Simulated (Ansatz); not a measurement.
Born–Oppenheimer molecular dynamics of Cl$_{3}$H$_{3}$OSn (8 atoms, charge 0, multiplicity 1). It starts at the highest image of a converged band, a first-order saddle point between two minima.

Theory: Ansatz, RKS PBE0/def2-SVP.

```
ensemble                      : NVE (velocity Verlet)
time step                     : 0.5 fs
steps asked                   : 200
starting velocities drawn for : 300 K
seed                          : 8170
```

Frames 5 fs apart, positions in Å, forces in eV/Å.

Velocities at 25 fs (Å/ps):

```
Sn -1.85 -0.62 0.42
O 0.23 1.48 -3.29
H 15.07 4.52 -15.37
H -7.74 -11.88 14.29
Cl 2.64 2.96 1.03
Cl 0.50 -1.54 -2.03
Cl 2.44 0.73 0.93
H 10.45 -19.04 6.01
```

```xyz
8
Properties=species:S:1:pos:R:3:forces:R:3 time_fs=25 energy_less_start_eV=0.068 T=213
Sn 0.003 -0.177 -0.049 0.39 -0.49 -0.21
O -0.075 -0.116 1.971 -0.55 0.10 -0.07
H -0.860 0.409 2.244 0.59 -0.40 0.03
H 1.511 -0.095 -0.817 -0.02 0.04 0.07
Cl -1.019 1.887 -0.251 -0.43 0.60 -0.20
Cl -1.415 -1.742 -1.071 0.05 0.20 0.22
Cl 1.365 -2.390 1.327 -0.43 0.49 0.68
H 0.659 -1.476 2.121 0.39 -0.53 -0.52
8
Properties=species:S:1:pos:R:3:forces:R:3 time_fs=30 energy_less_start_eV=0.072 T=207
Sn -0.006 -0.180 -0.047 -0.12 -0.25 -0.03
O -0.073 -0.112 1.952 -0.21 -0.17 -0.05
H -0.814 0.456 2.206 0.06 0.02 0.17
H 1.498 -0.147 -0.754 0.41 0.08 -0.22
Cl -1.007 1.903 -0.246 -0.36 0.49 -0.26
Cl -1.413 -1.749 -1.081 0.03 0.19 0.20
Cl 1.377 -2.386 1.333 0.74 -1.07 -0.56
H 0.734 -1.602 2.120 -0.56 0.70 0.75
8
Properties=species:S:1:pos:R:3:forces:R:3 time_fs=35 energy_less_start_eV=0.066 T=216
Sn -0.015 -0.184 -0.045 0.61 -0.14 -0.62
O -0.073 -0.110 1.933 0.06 -0.47 0.35
H -0.756 0.504 2.210 -0.24 0.28 0.24
H 1.554 -0.182 -0.730 -0.31 0.11 0.03
Cl -0.998 1.924 -0.243 -0.27 0.30 -0.25
Cl -1.410 -1.755 -1.089 0.01 0.19 0.19
Cl 1.392 -2.388 1.337 -0.13 -0.10 0.58
H 0.730 -1.625 2.225 0.26 -0.17 -0.52
8
Properties=species:S:1:pos:R:3:forces:R:3 time_fs=40 energy_less_start_eV=0.080 T=197
Sn -0.023 -0.189 -0.044 0.51 0.15 -0.73
O -0.075 -0.113 1.920 -0.77 0.39 1.14
H -0.701 0.576 2.249 0.61 -0.65 -0.36
H 1.554 -0.189 -0.706 -0.30 0.11 -0.02
Cl -0.990 1.946 -0.242 -0.17 0.09 -0.25
Cl -1.407 -1.759 -1.096 -0.02 0.17 0.18
Cl 1.407 -2.390 1.344 -0.08 -0.19 0.50
H 0.758 -1.653 2.248 0.21 -0.08 -0.47
8
Properties=species:S:1:pos:R:3:forces:R:3 time_fs=45 energy_less_start_eV=0.097 T=176
Sn -0.030 -0.193 -0.045 -0.27 0.50 -0.35
O -0.083 -0.116 1.920 0.56 -1.22 0.27
H -0.601 0.599 2.255 -0.71 0.93 0.33
H 1.501 -0.172 -0.691 0.40 0.07 -0.30
Cl -0.984 1.968 -0.243 -0.07 -0.15 -0.22
Cl -1.404 -1.762 -1.101 -0.04 0.15 0.18
Cl 1.422 -2.396 1.353 0.65 -1.01 -0.57
H 0.806 -1.667 2.203 -0.51 0.72 0.65
8
Properties=species:S:1:pos:R:3:forces:R:3 time_fs=50 energy_less_start_eV=0.089 T=186
Sn -0.038 -0.196 -0.047 0.26 0.61 -0.51
O -0.090 -0.128 1.930 -0.56 0.56 0.91
H -0.550 0.681 2.267 0.46 -0.91 -0.40
H 1.512 -0.138 -0.736 -0.09 0.03 -0.05
Cl -0.978 1.990 -0.245 0.00 -0.36 -0.13
Cl -1.401 -1.765 -1.105 -0.08 0.13 0.17
Cl 1.441 -2.406 1.361 -0.53 0.49 0.92
H 0.784 -1.569 2.237 0.54 -0.54 -0.91
8
Properties=species:S:1:pos:R:3:forces:R:3 time_fs=55 energy_less_start_eV=0.060 T=223
Sn -0.045 -0.198 -0.049 0.48 0.91 -0.36
O -0.100 -0.140 1.948 0.20 -0.83 -0.31
H -0.469 0.690 2.242 -0.31 0.57 0.25
H 1.510 -0.099 -0.792 -0.39 -0.06 0.18
Cl -0.972 2.009 -0.248 0.05 -0.53 -0.09
Cl -1.399 -1.766 -1.108 -0.11 0.09 0.16
Cl 1.457 -2.414 1.373 0.39 -0.66 -0.39
H 0.850 -1.552 2.123 -0.31 0.52 0.55
8
Properties=species:S:1:pos:R:3:forces:R:3 time_fs=60 energy_less_start_eV=0.061 T=221
Sn -0.051 -0.197 -0.052 -0.19 0.89 0.08
O -0.111 -0.158 1.965 -0.16 0.10 -0.40
H -0.415 0.726 2.240 0.10 -0.34 0.04
H 1.436 -0.071 -0.816 0.29 -0.05 -0.07
Cl -0.966 2.025 -0.252 0.08 -0.65 -0.01
Cl -1.398 -1.767 -1.110 -0.15 0.07 0.16
Cl 1.474 -2.426 1.384 -0.10 0.14 0.11
H 0.877 -1.455 2.086 0.12 -0.17 0.09
8
Properties=species:S:1:pos:R:3:forces:R:3 time_fs=65 energy_less_start_eV=0.104 T=166
Sn -0.057 -0.196 -0.056 -0.16 0.87 0.14
O -0.122 -0.177 1.975 -0.06 0.17 -0.51
H -0.349 0.730 2.260 0.12 -0.44 0.01
H 1.415 -0.057 -0.851 0.28 -0.07 -0.01
Cl -0.959 2.036 -0.256 0.09 -0.71 0.04
Cl -1.398 -1.767 -1.111 -0.18 0.06 0.16
Cl 1.491 -2.437 1.395 -0.43 0.88 0.49
H 0.913 -1.381 2.087 0.34 -0.76 -0.33
8
Properties=species:S:1:pos:R:3:forces:R:3 time_fs=70 energy_less_start_eV=0.115 T=152
Sn -0.064 -0.192 -0.059 0.32 1.10 0.13
O -0.134 -0.198 1.976 0.22 -0.87 -0.95
H -0.277 0.690 2.297 -0.17 0.69 0.21
H 1.449 -0.059 -0.881 -0.30 -0.13 0.32
Cl -0.952 2.043 -0.260 0.10 -0.70 0.00
Cl -1.399 -1.767 -1.111 -0.19 0.02 0.14
Cl 1.506 -2.443 1.408 0.52 -0.86 -0.61
H 1.008 -1.442 2.044 -0.50 0.76 0.76
8
Properties=species:S:1:pos:R:3:forces:R:3 time_fs=75 energy_less_start_eV=0.086 T=190
Sn -0.070 -0.186 -0.061 0.08 0.87 0.25
O -0.143 -0.224 1.967 0.13 0.80 0.04
H -0.221 0.690 2.342 -0.02 -0.98 -0.52
H 1.431 -0.091 -0.848 0.04 -0.06 0.11
Cl -0.944 2.044 -0.263 0.08 -0.63 -0.01
Cl -1.401 -1.767 -1.110 -0.20 0.04 0.14
Cl 1.524 -2.453 1.419 -0.08 0.44 0.29
H 1.024 -1.408 2.121 -0.04 -0.47 -0.30
8
Properties=species:S:1:pos:R:3:forces:R:3 time_fs=80 energy_less_start_eV=0.074 T=206
Sn -0.076 -0.178 -0.063 -0.21 0.62 0.35
O -0.150 -0.247 1.953 0.22 -1.20 -0.65
H -0.184 0.619 2.332 -0.19 1.13 0.41
H 1.425 -0.138 -0.790 0.41 0.00 -0.13
Cl -0.935 2.042 -0.267 0.04 -0.52 -0.03
Cl -1.405 -1.766 -1.107 -0.19 0.07 0.14
Cl 1.541 -2.462 1.431 -0.08 0.41 0.38
H 1.015 -1.444 2.156 0.00 -0.51 -0.46
```

Of the whole run (100 fs, mean temperature of the second half 211 K): The conserved energy stayed within 0.1 meV per atom of its start (net change 0.0035 meV per atom), so the integration is sound. A run of 0.1 ps of so small a system gives no equilibrium averages. The orbitals stay closed-shell, which can raise the energy where a bond breaks towards radicals; this wasn't checked here.

The run took 4.9 min on 4 threads of Intel(R) Xeon(R) Platinum 8488C (Sapphire Rapids), with other jobs on the host, peak memory 0.32 GiB.
